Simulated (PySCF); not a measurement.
# What a mistake does to a calculation on BH9Si3

All numbers below are calculated, not measured. The program is PySCF 2.14.0, an open-source quantum chemistry code, run on an isolated molecule that a program drew, which may never have been made. The molecule is BH9Si3 (charge 0, singlet), drawn as the SMILES string `B[SiH]([SiH3])[SiH3]`.

Each row is a Hartree-Fock (HF) and frozen-core CCSD(T) single point in the cc-pV(D+d)Z basis, meant for a local HF minimum. Run 1 is clean. Each other run has one planted mistake out of seven kinds, and not every kind appears here: one electron removed, one electron added, multiplicity raised by two, geometry at a saddle point, minimal basis STO-3G, one bond length entered in bohr, all coordinates scaled. The reference is restricted for singlets and unrestricted otherwise, and also for a bond in bohr. Adding or removing an electron swaps singlet and doublet. Electrons count all cores. HOMO and LUMO are orbital energies over both spins, the gradient is its largest component, and the lowest frequency (negative if imaginary) is given only where the gradient is small. Bond lengths are over the 12 bonds as drawn. T1 is the CCSD diagnostic: over 0.02 (restricted) or 0.045 (unrestricted) a single reference is doubtful.

Geometry of the clean run:
```xyz
13
BH9Si3, angstrom
B    -0.8220    0.4882    1.6937
Si    1.0694    0.4521    0.9460
Si    1.1522   -0.9752   -0.9508
Si    1.7041    2.6397    0.2724
H    -1.7280    0.8606    0.9994
H    -1.0806    0.1495    2.8145
H     2.0681   -0.0354    1.9362
H     0.2438   -0.4663   -2.0071
H     2.5310   -1.0293   -1.4941
H     0.7319   -2.3527   -0.5938
H     0.7892    3.1282   -0.7879
H     3.0885    2.6333   -0.2591
H     1.6430    3.5827    1.4164
```

```
run  electrons  basis functions  <S^2>  HOMO (eV)  LUMO (eV)  gradient (hartree/bohr)  lowest frequency (cm^-1)  mean bond (Å)  longest bond (Å)      T1  HF (hartree)  CCSD(T) (hartree)                          mistake
  1         56              128  0.000     -10.36       1.09                  2.1e-05                        85         1.6311             2.375  0.0142    -896.69437         -897.18369                         no fault
  2         56              128  0.824      -9.03       1.01                  7.8e-03                         -         1.7410             2.803  0.0430    -896.58485         -897.06357  one bond length entered in bohr
  3         55              128  0.774     -15.46      -8.01                  6.9e-02                         -         1.6311             2.375  0.0240    -896.35662         -896.82397             one electron removed
  4         56              128  2.023      -7.34      -1.70                  5.7e-02                         -         1.6311             2.375  0.0185    -896.57578         -897.05698       multiplicity raised by two
  5         56              128  0.000     -10.01       0.93                  3.5e-02                         -         1.7550             2.556  0.0142    -896.64324         -897.13819                                ?
  6         56               41  0.000      -7.89       6.20                  2.9e-02                         -         1.6311             2.375  0.0061    -886.41007         -886.63100                                ?
```

**Which mistake was planted in run 5, and what did it cost?**

The mean and the longest bond both change by the same factor, 1.076, and the gradient is no longer small. So the mistake is: all coordinates scaled. Subtracting run 1 and multiplying by 627.51 kcal/mol a hartree, the energy moved by 32.1 kcal/mol in HF and 28.6 kcal/mol in CCSD(T).

**Which mistake was planted in run 6, and what did it cost?**

It has 41 basis functions where the clean run has 128, with the same electrons and geometry. So the mistake is: minimal basis STO-3G. Subtracting run 1 and multiplying by 627.51 kcal/mol a hartree, the energy moved by 6453.5 kcal/mol in HF and 6621.9 kcal/mol in CCSD(T).

